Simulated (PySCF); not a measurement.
# Two-component Hartree-Fock for As(6+) (arsenic, charge +6)

Start: [Ar] 3d9; 3d3/2 filled at m_j = -1/2, +1/2, +3/2; 3d5/2 filled at m_j = -5/2, -3/2, -1/2, +1/2, +3/2, +5/2. Calculated with PySCF 2.14 in an even-tempered Gaussian basis (18 s from 0.27 bohr⁻², ratio 2.8; 13 p from 0.35 bohr⁻², ratio 2.8; 9 d from 0.35 bohr⁻², ratio 2.8; 4 f from 3 bohr⁻², ratio 3): generalised Hartree-Fock with the X2C-1e Hamiltonian and a Gaussian nucleus; one run each with spin-orbit coupling (SO) screened by Boettger's factors, then bare. This is a chosen level, not necessarily the ground level.

```
spinor shell  electrons  ε, screened SO (eV)  ε, bare SO (eV)  weight of nominal j (bare SO)  rms radius, bare SO (bohr)
       1s1/2          2             -12047.1         -12047.1                          1.000                      0.0524
       2s1/2          2              -1673.9          -1673.9                          1.000                       0.219
       2p1/2          2              -1500.2          -1501.9                          1.000                       0.193
       2p3/2          4              -1463.9          -1463.2                          1.000                       0.197
       3s1/2          2              -321.75          -321.76                          1.000                       0.633
       3p1/2          2              -259.33          -259.51                          0.768                       0.650
       3p3/2          4              -256.92          -256.85                          0.884                       0.657
       3d3/2          3              -154.28          -154.42                          0.770                       0.695
       3d5/2          6              -153.13          -153.04                          0.885                       0.700
```

```csv
quantity,screened SO,bare SO
E (hartree),-2248.56899,-2248.57555
M_J,3/2,3/2
⟨J²⟩,3.751,3.751
⟨L²⟩,6.004,6.004
⟨S²⟩,0.752,0.753
```

Each row is a mean over spinors that exchange with the open shell spreads, by up to 9.238 eV (3p1/2).

Rows whose weight is well below 1 are mixtures of j = l ± 1/2: exchange outweighs spin-orbit coupling there, and the label is only the starting occupation.
